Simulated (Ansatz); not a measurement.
```xyz
10

F     0.8366    0.3206   -1.9604
C     0.9325   -0.2785   -0.7124
O     1.0837    0.6915    0.2847
C    -0.2600    0.8980    0.7956
Si   -0.7725   -0.7509    0.0130
H     1.8128   -0.9230   -0.7442
H    -0.7032    1.8033    0.3719
H    -0.2309    0.9844    1.8823
H    -0.7450   -1.9018    0.9519
H    -1.9539   -0.8436   -0.8825
```

Total charge 0; spin multiplicity 1.

(1) List the ωB97M-V/def2-TZVPP orbital energies in eV (Ansatz). (Best estimate.)

Results:

(1) Computed: Occupied: -1807.31, -677.17, -526.75, -284.47, -282.69, -148.42, -102.54, -102.52, -102.51, -36.22, -32.21, -22.58, -20.93, -18.05, -17.19, -16.34, -15.50, -14.91, -14.49, -13.22, -12.39, -11.33, -10.68, -10.31. Lowest empty: 1.29, 2.29, 3.06, 3.28, 3.84, 3.93, 4.25, 4.54.
